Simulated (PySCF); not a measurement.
**Pb⁺: ionisation energy**

Pb⁺ [Xe] 4f14 5d10 6s2 6p1 (2P) → Pb²⁺ [Xe] 4f14 5d10 6s2 (1S), as a difference of total energies. All numbers are calculated (PySCF 2.14, scalar relativity through the core potential, in aug-cc-pVDZ-PP with ECP60MDF). Correlated levels: valence: 5s2 5p6 5d10 frozen. The calculations carry no spin-orbit coupling.

```json
{"method": "UHF", "ionisation energy (eV)": "13.173"}
{"method": "MP2 (valence)", "ionisation energy (eV)": "13.298"}
{"method": "SCS-MP2 (valence)", "ionisation energy (eV)": "13.280"}
{"method": "CCSD (valence)", "ionisation energy (eV)": "13.352"}
{"method": "CCSD(T) (valence)", "ionisation energy (eV)": "13.358"}
{"method": "CCSDT (valence)", "ionisation energy (eV)": "13.361"}
{"method": "FCI (valence)", "ionisation energy (eV)": "13.361"}
```

Q: How much does correlation contribute at CCSD(T) (valence)?

A: 13.358 − (13.173) = 0.185 eV, measured against UHF.

Errors of the correlated levels include the incompleteness of this basis and the frozen core.

For comparison: 13.869 eV (measured; NIST levels, between the centres of gravity of the two terms).
